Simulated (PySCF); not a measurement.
**Correlation energy of Ni (nickel, neutral)**

[Ar] 3d8 4s1 4p1, one real determinant (an excited configuration). All numbers are calculated (PySCF 2.14, scalar relativity by spin-free X2C-1e, in x2c-TZVPPall with one added diffuse shell each of s, p, d, f type (7s6p5d3f1g, 80 functions)). Frozen: [Ar]; 10 electrons correlated.

| level | correlation energy (mhartree) |
| --- | --- |
| CCSD | -278.16 |
| (T) | -8.54 |
| CCSD(T) | -286.70 |

Diagnostics: T1 = 0.016, D1 = 0.0422, largest double amplitude 0.025.

Question: Is a single reference adequate?

Answer: Yes: T1 lies below 0.03 and no double amplitude reaches 0.07.

The reference is one real determinant that mixes LS terms of this configuration.
